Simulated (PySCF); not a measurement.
C₅H₆O₂, SMILES O1[C@@H](C(C=C1)=O)C. Geometry: PBE-D3(BJ)/def2-SVP. The structure was generated by enumeration; whether it is a known compound was not checked. One conformer was computed; it need not be the lowest.

Q: Give the equilibrium geometry at PBE-D3(BJ)/def2-SVP (PySCF confirms it by a frequency run) as Cartesian coordinates in Å. (The exact figures need the calculation; the answer reports its results.)

A: Several could match; the one computed here: 
```xyz
13

C     -1.8404    -0.5987    -0.5446
C     -0.6749    -0.3555     0.3940
O      0.3019    -1.4299     0.3064
C      1.4875    -0.8652     0.0109
C      1.4894     0.4921    -0.1330
C      0.1122     0.9415     0.0753
O     -0.3887     2.0563     0.0120
H     -2.5021     0.2892    -0.5024
H     -2.4175    -1.4993    -0.2603
H     -1.4818    -0.7133    -1.5867
H     -1.0114    -0.3206     1.4533
H      2.3189    -1.5805    -0.0820
H      2.3450     1.1276    -0.3841
```
